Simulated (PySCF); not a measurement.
Bond length, frequency and bond energy of TlC by level of theory

State: ⁴Σ⁻ (quartet), unpaired electrons σ ↑, π ↑↑. Set-up: PySCF, scalar-relativistic core potentials, basis sets Tl def2-SVP with ECP60, C def2-SVP. De refers to Tl + C in their high-spin ground configurations, without counterpoise correction. The functionals are run spin-unrestricted. A positive dipole means Tl(−)C(+).

```json
{"Level": "UHF", "Re (Å)": "2.340", "ωe (cm⁻¹)": "430", "De (eV)": "1.75", "μ (D)": "-3.67"}
{"Level": "UHF-MP2", "Re (Å)": "2.303", "ωe (cm⁻¹)": "445", "De (eV)": "2.37", "μ (D)": "n/a"}
{"Level": "UHF-SCS-MP2", "Re (Å)": "2.311", "ωe (cm⁻¹)": "440", "De (eV)": "2.11", "μ (D)": "n/a"}
{"Level": "UHF-CCSD", "Re (Å)": "2.307", "ωe (cm⁻¹)": "436", "De (eV)": "2.25", "μ (D)": "n/a"}
{"Level": "UHF-CCSD(T)", "Re (Å)": "2.306", "ωe (cm⁻¹)": "435", "De (eV)": "2.33", "μ (D)": "n/a"}
{"Level": "PBE", "Re (Å)": "2.313", "ωe (cm⁻¹)": "406", "De (eV)": "2.99", "μ (D)": "-2.92"}
{"Level": "revPBE", "Re (Å)": "2.334", "ωe (cm⁻¹)": "393", "De (eV)": "2.81", "μ (D)": "-3.05"}
{"Level": "r²SCAN", "Re (Å)": "2.299", "ωe (cm⁻¹)": "427", "De (eV)": "2.87", "μ (D)": "-3.08"}
{"Level": "TPSSh", "Re (Å)": "2.313", "ωe (cm⁻¹)": "419", "De (eV)": "2.79", "μ (D)": "-3.17"}
{"Level": "B3LYP", "Re (Å)": "2.321", "ωe (cm⁻¹)": "410", "De (eV)": "2.56", "μ (D)": "-3.18"}
{"Level": "PBE0", "Re (Å)": "2.296", "ωe (cm⁻¹)": "428", "De (eV)": "2.75", "μ (D)": "-3.21"}
{"Level": "HSE06", "Re (Å)": "2.299", "ωe (cm⁻¹)": "427", "De (eV)": "2.75", "μ (D)": "-3.18"}
```

The bond length runs from 2.296 Å (PBE0) to 2.340 Å (UHF). De spans 1.75 eV (UHF, mean field) to 2.99 eV (PBE, GGA). Correlation at CCSD(T) changes the Hartree–Fock bond energy by +0.58 eV; the triples alone change it by +0.08 eV.

Correlated steps freeze 5 core orbitals. Correlated levels converge slowly with the basis: in double zeta they bind strong bonds too weakly, by up to about 1 eV, and carry superposition errors of some tenths. These are scalar-relativistic numbers at best; spin–orbit coupling would shift them, the dissociation energy most. The state was picked by a PBE0 search and need not be the measured ground state.
